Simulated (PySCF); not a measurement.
Species: C3H5BF2.
Atom-mapped SMILES: `[F:1][B:2]([F:3])[CH:4]1[CH2:5][CH2:6]1` (hydrogens: H7 on C4; H8, H9 on C5; H10, H11 on C6)

Level of theory: PBE0-D3(BJ)/def2-SVP geometry optimisation, gas phase in PySCF 2.14.0.

(1) List the bond lengths, angles and torsions at this level.

## Answers

(1) 
| bond | length (pm) | order |
| --- | --- | --- |
| F1–B2, B2–F3 | 132.4 | single |
| B2–C4 | 153.7 | single |
| C4–C5, C4–C6 | 152.0 | single |
| C5–C6 | 148.0 | single |
| C4–H7 | 109.4 | single |
| C5–H8, C6–H11 | 109.3 | single |
| C5–H9, C6–H10 | 109.3 | single |

Bonds in one row agree within 1 pm and their mean is given. Orders are formal, as drawn. A selection of angles:
| angle | degrees |
| --- | --- |
| F1–B2–F3 | 116.4 |
| F1–B2–C4 | 122.8 |
| F3–B2–C4 | 120.8 |
| B2–C4–C5 | 117.7 |
| B2–C4–H7 | 117.3 |
| C5–C4–C6 | 58.3 |
| C5–C4–H7 | 116.2 |
| C4–C5–C6 | 60.8 |
| C4–C5–H8 | 117.4 |
| C4–C5–H9 | 116.7 |
| C6–C5–H8 | 118.3 |
| C6–C5–H9 | 118.7 |
| H8–C5–H9 | 114.5 |

Torsions: F1–B2–C4–C5 145° (anticlinal); B2–C4–C5–C6 107° (anticlinal); B2–C4–C6–C5 -107° (anticlinal).

Of the pairs four or more bonds apart, F3···H11 is among the closest relative to their van der Waals radii: 2.72 Å, 102 % of the sum of Bondi's values. The 3 C–C bonds span 1.480 Å (C5–C6, drawn single) to 1.521 Å (C4–C5, drawn single), a spread of 0.041 Å. B2 (three-coordinate boron) is planar (angles 122.8°, 120.8° and 116.4°, sum 360.0°, 0.00 Å off the plane of its three neighbours). The 3-membered ring C4–C5–C6 has internal angles of 58.3° to 60.9°.

Point group: Cs (tolerance 0.08 Å). Not checked by PBE0-D3(BJ)/def2-SVP frequencies. The numbers are those of one conformer.

Hardware: an Arm Neoverse N1 with one thread, shared host with 64 logical CPUs at a one-minute load of 30. Cost: 97 s wall, 0.46 GiB resident at most. This is the geometry optimisation.
